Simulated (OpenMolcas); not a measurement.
Ge: Slater's ratio, the spin-orbit constant, thermal populations, worked from levels

| Quantity | Value |
| --- | --- |
| Program | OpenMolcas 26.06 |
| Basis | ANO-R3 [7s6p5d4f2g] |
| Scalar Hamiltonian | X2C, finite nucleus |
| Active space | 4 electrons in 4 orbitals (4s 4p) |
| State averaging | 2S+1 = 3 even, 3 roots; 2S+1 = 1 even, 6 roots; 2S+1 = 5 odd, 1 root; 2S+1 = 3 odd, 5 roots |
| Spin-orbit coupling | RASSI with atomic mean-field integrals over the reference wave functions, term energies averaged over their components |

Methods: CASSCF; SS-CASPT2, IPEA 0.25 Eh, imaginary shift 0.1 Eh (closed shells correlated: 3d). Measured levels: NIST Handbook of Basic Atomic Spectroscopic Data.

**Slater's ratio.** With one set of orbitals, p2 has 1D - 3P = 6 F2 and 1S - 1D = 9 F2 (F2 = F²/25), a ratio of 3/2. Term energies are centres of gravity, weighted by 2J + 1.

```
   Source  1D - 3P  1S - 3P  F2 from the first  Ratio
   CASSCF     8608    16050               1435  0.865
SS-CASPT2     5994    15079                999  1.516
 measured     6156    15398               1026  1.501
```

Energies in cm-1. A ratio away from 3/2 shows effects beyond one configuration with one set of orbitals, and in heavier atoms second-order spin-orbit shifts. In CASSCF the valence s occupation is 1.91 in 1S against 1.98 in 1D: mixing out of s² acts most on 1S and pulls it down.

**The spin-orbit constant.** For the Hund term 3P of p2, E(J) = (A/2) J(J+1) + constant and ζ = 2S·A = 2A. From J = 0 to J = 2 the energy changes by 3 A.

```tsv
Source	E(2) - E(0)	A	ζ
CASSCF	1257.6	419.2	838
SS-CASPT2	1243.9	414.6	829
measured	1410.0	470.0	940
```

All in cm-1. SS-CASPT2 is off by -11.8 % and CASSCF by -10.8 %. Both methods take the spin-orbit matrix elements from the reference wave functions, so the second can move ζ only through the term energies and any multistate remixing. Second-order mixing with other terms is absorbed into this ζ.

**Thermal populations.** Z = Σ (2J + 1) exp(-E/kT) with k = 0.695035 cm-1/K, over the levels below. No other level of either list lies under 37400 cm-1, which is above 7 kT at each temperature.

```json
{"Level": "4s2 4p2 3P0", "2J + 1": "1", "SS-CASPT2": "0.0", "measured": "0.0"}
{"Level": "4s2 4p2 3P1", "2J + 1": "3", "SS-CASPT2": "490", "measured": "557"}
{"Level": "4s2 4p2 3P2", "2J + 1": "5", "SS-CASPT2": "1244", "measured": "1410"}
{"Level": "4s2 4p2 1D2", "2J + 1": "5", "SS-CASPT2": "6850", "measured": "7125"}
{"Level": "4s2 4p2 1S0", "2J + 1": "1", "SS-CASPT2": "15930", "measured": "16367"}
```

| T (K) | Z, SS-CASPT2 | Z, measured levels | Ground level (%), SS-CASPT2 | Ground level (%), measured levels |
| --- | --- | --- | --- | --- |
| 2000 | 5.188 | 4.852 | 19.3 | 20.6 |
| 3000 | 6.313 | 6.004 | 15.8 | 16.7 |
| 5000 | 7.808 | 7.541 | 12.8 | 13.3 |

At 5000 K, kT = 3475 cm-1, and the computed levels give Z = 1.000 + 2.605 + 3.495 + 0.697 + 0.010 = 7.808.

Term energies are means over components that CASPT2 splits; among the terms shown or strongly mixed into the levels shown the widest spread is 17 cm-1 (4s2 4p2 1D, SS-CASPT2). Over all roots computed the reference weight is 0.86 to 0.95 in SS-CASPT2; the roots of lowest weight are the least certain, and an intruder state may touch them. Without dynamic correlation excited terms often stand tens of per cent too high (terms of higher spin than the ground term too low), and those without a measured partner can miss by more than the paired ones (holds for CASSCF). Measured partners are found by configuration, term and J. A level has none where our copy of the source lacks it or the pairing is in doubt (some pairs that miss far off the trend of their configuration count as doubtful), and it then counts in no deviation. Only configurations of the active space appear.
